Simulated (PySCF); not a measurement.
## Electron correlation in Br (bromine, neutral)

[Ar] 3d10 4s1 4p6, 2S determinant (an excited configuration). All numbers are calculated (PySCF 2.14, scalar relativity by spin-free X2C-1e, in aug-cc-pVQZ-DK (8s7p5d3f2g, 93 functions)). Frozen: [Ar] 3d10; 7 electrons correlated.

MP2 pair energies summed by pair of shells (mhartree):

```csv
pair,energy,share (%)
4p-4p,-200.97,88.7
4s-4p,-25.54,11.3
```

Total MP2 correlation energy: -226.51 mhartree.

Same-spin part -40.01 and opposite-spin part -186.49 mhartree; SCS-MP2 scales them by 1/3 and 6/5 to -237.13 mhartree.
